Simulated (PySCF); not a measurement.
Numbering as in the mapped SMILES `[CH3:1][C:2](=[O:3])/[CH:4]=[CH:5]/[c:6]1[cH:7][cH:8][cH:9][cH:10][cH:11]1`; H(Xn) means a hydrogen on atom n.

Geometry: PBE0-D3(BJ)/def2-SVP; GIAO absolute shieldings from PySCF 2.14.0 with density-fitted response routines, gas phase, non-relativistic, averaged over equivalent atoms.

At PBE0/pcSseg-1 (237 basis functions):
```tsv
atoms	σ (ppm)
C2	-12.0
C5	34.0
C6	45.8
C9	47.5
C7/C11	49.3
C8/C10	50.1
C4	59.2
C1	151.8
O3	-294.1
H(C5)	23.48
H(C7)/H(C11)	23.50
H(C8)/H(C10)	23.74
H(C9)	23.78
H(C4)	24.53
H(C1)	29.02
```

Problem. Predict the values at HF/pcSseg-2 on the same geometry.

Solution. 
```
       atoms  σ at HF/pcSseg-2  change
          C2             -12.8    -0.8
          C5              32.9    -1.1
          C6              48.7    +2.9
          C9              49.7    +2.2
      C7/C11              51.0    +1.7
      C8/C10              53.9    +3.8
          C4              67.5    +8.3
          C1             161.1    +9.3
          O3            -249.7   +44.4
       H(C5)             23.07   -0.41
H(C7)/H(C11)             23.64   +0.14
H(C8)/H(C10)             24.05   +0.31
       H(C9)             24.00   +0.22
       H(C4)             24.74   +0.21
       H(C1)             29.51   +0.49
```

The largest change is at O3 (ketone oxygen). Cost: 536 basis functions. The order of the carbon signals is the same at both levels.

The carbons averaged at δ 135.1 differ by 10 ppm in this conformer.
